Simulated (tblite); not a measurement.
A tight-binding relaxation on `FC/C(F)=C1/C=[CH][GeH2][O]1`.

Computed with GFN2-xTB geometry optimisation, gas phase (tblite 0.8.0). Start geometry: from a force field or distance geometry. A driver script takes a list of jobs; this job's settings line and coordinates (Å) are shown.

Command:
```bash
OMP_NUM_THREADS=1 python probes_run.py task.json out
```

Input:
```
{"job": {"kind": "relax", "xc": "GFN2-xTB", "basis": "xTB"}, "charge": 0, "multiplicity": 1}
F      2.729600     0.878700    -0.802700
C      2.511600     0.300700     0.424800
C      1.389200    -0.680000     0.362100
F      1.628700    -1.982400     0.588000
C      0.136000    -0.274100     0.082200
C     -1.019100    -1.197200    -0.009100
C     -2.168200    -0.605700    -0.303300
Ge    -1.917200     1.267900    -0.511700
O     -0.165300     1.063100    -0.166800
H      3.439800    -0.233700     0.743000
H      2.292400     1.081400     1.184800
H     -0.941100    -2.267200     0.158200
H     -3.114000    -1.133700    -0.387800
H     -2.635200     2.070200     0.593400
H     -2.171800     1.720100    -1.977100
```

Output:
```
step      E/eV     max force
  0    -793.98852    1.421
  1    -794.08291    0.664
  2    -794.12563    0.434
  3    -794.15547    0.520
  4    -794.18699    0.452
  5    -794.20792    0.350
  6    -794.23169    0.446
  7    -794.24643    0.326
  8    -794.25871    0.297
  9    -794.26629    0.278
... (57 lines left out)
 67    -794.28649    0.023
 68    -794.28656    0.018
 69    -794.28661    0.017
 70    -794.28665    0.018
 71    -794.28670    0.021
 72    -794.28674    0.017
 73    -794.28679    0.017
 74    -794.28682    0.013
 75    -794.28684    0.012
 76    -794.28686    0.009
```

«max force» is the largest atomic force in eV/Å.

**Question.** From which step on does the largest force stay under 0.1 eV/Å, and how much energy is left to gain from there?

**Answer.** From step 13 (0.070 eV/Å), 11.9 meV above the end.

In short: energy lowered by 6.9 kcal/mol over 76 steps; largest atomic force 0.009 eV/Å at the end.

Time: 0.88 s of wall time. Hardware: an Arm Neoverse N1 with one thread, shared host with 64 logical CPUs at a one-minute load of 61.
Labels such as C1 count atoms from 1, the log's own numbers from 0.
